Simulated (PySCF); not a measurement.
# A search over the determinants of BeBr

Unrestricted PBE0; basis Be 6-31G(d,p), Br 6-31G(d,p); no relativity; PySCF 2.14. Outer shells of the fragments: Be 2s2; Br 3d10 4s2 4p5.

Followed along the bond (rough minima from three points):

```tsv
2Ms+1	unpaired	⟨S²⟩ at the start	R at minimum (Å)	Te (eV)
2	σ ↑	0.75	1.97	0.00
4	σ ↑, π ↑↑	3.75	none in the scan	≤ 5.75
```

Solutions found at the starting distance of 2.075 Å, counted from the lowest of them; the search is not exhaustive and high or unbound solutions are not listed, so other states can lie among these:

```tsv
2Ms+1	unpaired	term	E (eV)	⟨S²⟩	⟨Lz²⟩	μ (D)
2	σ ↑	²Σ⁺	0.00	0.75	0.00	-1.50
2	π ↑	²Π	3.09	0.77	1.00	-3.73
2	π ↑	²Π	5.10	0.75	1.01	4.87
4	σ ↑, π ↑↑	mixed	5.87	3.75	2.01	3.99
4	σ ↑, π ↑↑	mixed	6.07	3.75	2.00	3.99
4	σ ↑↑, π ↑	⁴Π	7.32	3.75	1.00	3.58
4	σ ↑↑, π ↑	⁴Π	8.69	3.75	1.01	2.30
```

A term symbol is given only where ⟨S²⟩ and ⟨Lz²⟩ are close to those of a pure state; real π, δ and φ orbitals otherwise mix terms. A positive dipole means Be(−)Br(+).

Spin–orbit coupling is left out. Counting both spins, an empty level lies below a filled one in some of these solutions, because spin and occupation are held.
